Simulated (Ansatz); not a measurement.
Isolated molecules relaxed with PBE0-D4/def2-TZVP in Ansatz; ΔE leaves out vibrations. CCSD(T)/CBS is the MP2 limit (def2-TZVPP, def2-QZVPP) plus CCSD(T) − MP2 in def2-TZVPP, frozen cores. Elements past krypton have def2 core potentials. For Mo outer-core shells are correlated without core-valence functions, which leaves a few kJ/mol of doubt a bond. One conformer a species, not always the lowest.

`BN(C=C)CC` + `[O]=[Mo](=[O])([OH])[OH]` → `C[O][Mo](=[O])(=[O])[OH]` + `BN(C)C=C`  (substitution at a C–C bond)

```csv
species,CCSD/def2-TZVPP energy (Eh)
`BN(C=C)CC`,-237.56672
`[O]=[Mo](=[O])([OH])[OH]`,-369.86104
`C[O][Mo](=[O])(=[O])[OH]`,-409.07706
`BN(C)C=C`,-198.33317
```

Task: Work out ΔE.

Result: ΔE = (-409.07706) + (-198.33317) − (-237.56672) − (-369.86104) = 0.01753 Eh = +46.0 kJ/mol. CCSD(T)/CBS gives +47.8 kJ/mol.

Largest T1 diagnostic among the species: 0.025, so the coupled-cluster value is less sure than usual.

From PBE to PBE0 (25 % exact exchange), in def2-TZVPP and without D4, ΔE moves by +3.4 kJ/mol. The D4 term adds +3.3 kJ/mol with B3LYP and +1.9 kJ/mol with PBE0; it sums over pairs of atoms, weighted by their polarisabilities, and B3LYP, whose exchange is more repulsive, gets the larger term. Leaving LDA and LC-ωPBE aside and taking each functional with its dispersion term where it has one, the values, not all of them listed here, spread over 11.5 kJ/mol, from BLYP-D4 to ωB97M-V. LDA lies +6.2 kJ/mol from PBE without D4.

B3LYP here is the variant with VWN-RPA as its local correlation; programs differ in this.
